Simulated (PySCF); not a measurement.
**Assignment exercise: C₅H₉FOSi₂**

Mapped SMILES: `[CH3:1][SiH2:2][C@@H:3]([F:4])[C:5]#[C:6][SiH2:7][CH:8]=[O:9]`; H(Xn) means a hydrogen on atom n. Ha(Si2), Ha(Si7) are pro-R; Hb(Si2), Hb(Si7) are pro-S.

PySCF calculation with GFN2-xTB geometry and NMR shieldings at PBE0/pcSseg-1/GIAO; one computed conformer, relativity neglected, fast rotation and ring inversion assumed for equivalent nuclei, gas phase.

References, each an isolated molecule treated in the same way: $^{13}$C (186.93 ppm), $^{1}$H (31.72 ppm) against TMS.

(1) Assign these signals to the numbered atoms. $^{13}$C{$^{1}$H} NMR (computed): δ 239.5 (CH), 117.0 (C), 93.4 (C), 80.7 (CH), -8.6 (CH3).

(2) Assign these signals to the numbered atoms. $^{1}$H NMR (300 MHz, computed): δ 12.11 (m, 1H), 5.55 (m, 1H), 4.70 (m, 1H), 4.43 (m, 1H), 4.26 (m, 1H), 4.26 (m, 1H), 0.23 (m, 3H).

Answers

(1) 
| δ (ppm) | atoms | environment | reason |
| --- | --- | --- | --- |
| 239.5 | C8 | carbonyl carbon | – |
| 117.0 | C5 | alkyne carbon | – |
| 93.4 | C6 | alkyne carbon | the triple bond shields along its axis, which puts it between sp3 and sp2 carbons |
| 80.7 | C3 | propargylic sp3 CH bonded to F and Si | pulled downfield by the heteroatom |
| -8.6 | C1 | methyl carbon bonded to Si | an electropositive neighbour leaves it electron-rich and shielded |

(2) 
12.11 → H(C8), hydrogen on a carbonyl carbon
5.55 → H(C3), hydrogen on a propargylic sp3 CH bonded to F and Si: its carbon carries F, hence the downfield position
4.70 → Ha(Si7), hydrogen on a silicon bonded to 2 C
4.43 → Hb(Si2), hydrogen on a silicon bonded to 2 C
4.26 → Ha(Si2), hydrogen on a silicon bonded to 2 C
4.26 → Hb(Si7), hydrogen on a silicon bonded to 2 C
0.23 → H(C1), hydrogen on a methyl carbon bonded to Si: an electropositive neighbour shields it, as in TMS itself

Ha(Si2) and Hb(Si7) lie closer than the usual error of such a calculation, so a measured spectrum could show them in the other order.

Splittings by $^{19}$F in the carbon and heteronuclear signals aren't shown, as no couplings were computed. Shifts are as computed. Against solution values, carbons near 30 ppm lie about +3 ppm off and those near 130 ppm about +5 ppm. Of 1309 compounds with measured shifts, 239 miss one by over three times the rms of a fit or turn the order of signals round; such compounds aren't used in these exercises. Multiplicities follow the n + 1 count of equivalent neighbours, as no J values were calculated; m marks all less simple cases, F and P coupling included.
